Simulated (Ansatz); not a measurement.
Start from `COB(O)C(C)C` and change one atom or group to get `COBO`.

Ansatz, PBE0-D4/def2-TZVP geometries, multiplicity 1. Each molecule was computed in one conformer, which needn't be the lowest.

| property | `COB(O)C(C)C` |
| --- | --- |
| HOMO–LUMO gap (B3LYP/def2-TZVPP) / eV | 8.50 |
| HOMO energy (B3LYP/def2-TZVPP) / eV | -7.91 |
| HOMO energy (ωB97M-V/def2-TZVPP) / eV | -10.42 |
| HOMO–LUMO gap (ωB97M-V/def2-TZVPP) / eV | 12.70 |
| size of the dipole moment (PBE/def2-TZVPP) / D | 1.64 |
| HOMO energy (PBE0/def2-TZVPP) / eV | -8.10 |

Q: Give the same properties after the change, and the shifts. (Estimate.)

A: Computed: 
```
                                      property  `COBO`  shift
         HOMO–LUMO gap (B3LYP/def2-TZVPP) / eV    9.04   0.54
           HOMO energy (B3LYP/def2-TZVPP) / eV   -8.39  -0.48
         HOMO energy (ωB97M-V/def2-TZVPP) / eV  -11.04  -0.62
       HOMO–LUMO gap (ωB97M-V/def2-TZVPP) / eV   13.60   0.90
size of the dipole moment (PBE/def2-TZVPP) / D    1.77   0.13
            HOMO energy (PBE0/def2-TZVPP) / eV   -8.64  -0.54
```

Dipoles are sizes alone; their direction can turn.

B3LYP here is the variant with VWN-RPA as its local correlation; programs differ in this.
